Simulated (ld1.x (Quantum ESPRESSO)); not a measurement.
# Configuration tests for ruthenium (TM)

```
Element                 : ruthenium (Ru)
Generator               : ld1.x (Quantum ESPRESSO) 7.5
Type                    : norm-conserving Troullier–Martins (Kleinman–Bylander form)
Functional              : LDA (PZ)
Relativity              : scalar-relativistic
Frozen core             : [Ar] 3d10
Valence charge          : 16
Reference configuration : 4s2 4p6 4d5 5s0 5p0 (charge +3)
Partial waves           : 4s (bound): rc 1.70 bohr; 4p (bound): rc 1.75 bohr; 4d (bound): rc 1.90 bohr
Local potential         : the d channel
Core correction         : none
```

Energies are relative to the spin-unpolarised reference configuration 4s2 4p6 4d5 5s0 5p0; without spin polarisation the order of configurations can differ from experiment. Spin-polarised rows fill each open shell by Hund’s rule, majority spin first. The frozen-core shift is the all-electron ΔE with the core orbitals held at their reference shape minus the fully relaxed ΔE.

(1) Give the all-electron excitation energy and the error of the potential for: 4s2 4p6 4d7 5s1 5p0; 4s2 4p6 4d7 5s0 5p0; 4s2 4p6 4d6 5s0 5p0; 4s2 4p6 4d4 5s0 5p0; 4s1 4p6 4d7 5s1 5p0; 4s2 4p6 4d7.5 5s0.5 5p0; 4s2 4p6 4d8 5s0 5p0; 4s2 4p6 4d5 5s0 5p0 (spin-polarised); 4s2 4p6 4d7 5s1 5p0 (spin-polarised).

Levels in the configuration 4s2 4p6 4d7 5s1 5p0 (spin-polarised):

```csv
level,all-electron (eV),pseudo (eV)
4s up,-77.021,-76.669
4p up,-47.152,-46.846
4d up,-6.056,-5.803
5s up,-4.947,-5.383
4s down,-75.334,-74.722
4p down,-45.374,-44.817
4d down,-4.238,-3.855
```

Results:

(1)

| valence configuration | charge | ΔE all-electron (eV) | error AE − PS (meV) | frozen-core shift (meV) |
| --- | --- | --- | --- | --- |
| 4s2 4p6 4d7 5s1 5p0 | 0 | -56.899 | +590 | +2.4 |
| 4s2 4p6 4d7 5s0 5p0 | +1 | -49.286 | +3.7 | +4.4 |
| 4s2 4p6 4d6 5s0 5p0 | +2 | -30.849 | +5.0 | +2.3 |
| 4s2 4p6 4d4 5s0 5p0 | +4 | 44.713 | +9.0 | +1.2 |
| 4s1 4p6 4d7 5s1 5p0 | +1 | 25.877 | +965 | +21 |
| 4s2 4p6 4d7.5 5s0.5 5p0 | 0 | -57.180 | +265 | +4.1 |
| 4s2 4p6 4d8 5s0 5p0 | 0 | -57.167 | -5.5 | +5.4 |
| 4s2 4p6 4d5 5s0 5p0 (spin-polarised) | +3 | -4.378 | +395 | +2.7 |
| 4s2 4p6 4d7 5s1 5p0 (spin-polarised) | 0 | -58.548 | +706 | +3.1 |
